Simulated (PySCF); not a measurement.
An unknown gives this computed stick spectrum. Method: TDDFT CAM-B3LYP/def2-SVPD, vertical, gas phase, core orbitals frozen in the response in PySCF 2.14.0, density-fitted response routines. Geometries: GFN2-xTB, one conformer each.

```
state  ν̃ (cm⁻¹)       f  main configurations (H = HOMO, L = LUMO)
   S1      26200  0.0001                                 H→L (92%)
   S2      31380  0.0002                  H-1→L (70%), H→L+1 (25%)
   S3      42850  0.0003                  H→L+1 (69%), H-1→L (26%)
   S4      47830  0.0021                             H-1→L+1 (79%)
   S5      48540   0.361                               H-2→L (94%)
   S6      56700   0.010                               H-3→L (92%)
   S7      58710   0.090                             H-2→L+1 (91%)
   S8      61260   0.016                               H-4→L (70%)
```

Question: Which structure fits? All have the formula C5H3FO2.
A. `O=C1C=CC(=O)C1F`
B. `C(=O)(F)c1ccco1`
C. `O=Cc1coc(F)c1`
D. `C#C/C=C(\F)C(=O)O`

Answer: A. Its S1, at 3.25 eV, is the lowest among the candidates; the nearest of the others has S1 at 3.94 eV. S1 is HOMO→LUMO (92%). Löwdin shares by element: HOMO oxygen 56%, carbon 21% or more (atoms not listed hold the other 23%); LUMO carbon 42% or more, oxygen 27% (atoms not listed hold the other 31%). At the same level the other candidates give, for their lowest levels:
- `O=Cc1coc(F)c1`: 3.94 eV (f 0.000); 4.96 eV (f 0.063); 6.37 eV (f 0.106); 6.64 eV (f 0.001); 6.98 eV (f 0.421); T1 3.27 eV; HOMO -8.61, LUMO -0.84 eV
- `O=C(F)c1ccco1`: 5.29 eV (f 0.369); 5.51 eV (f 0.000); 6.40 eV (f 0.041); 7.16 eV (f 0.003); 7.59 eV (f 0.222); T1 3.34 eV; HOMO -8.96, LUMO -0.97 eV
- `C#C/C=C(\F)C(=O)O`: 4.87 eV (f 0.000); 5.01 eV (f 0.486); 5.05 eV (f 0.000); 6.37 eV (f 0.000); 6.92 eV (f 0.095); T1 2.91 eV; HOMO -8.93, LUMO -1.39 eV
Triplets come from the Tamm–Dancoff approximation.
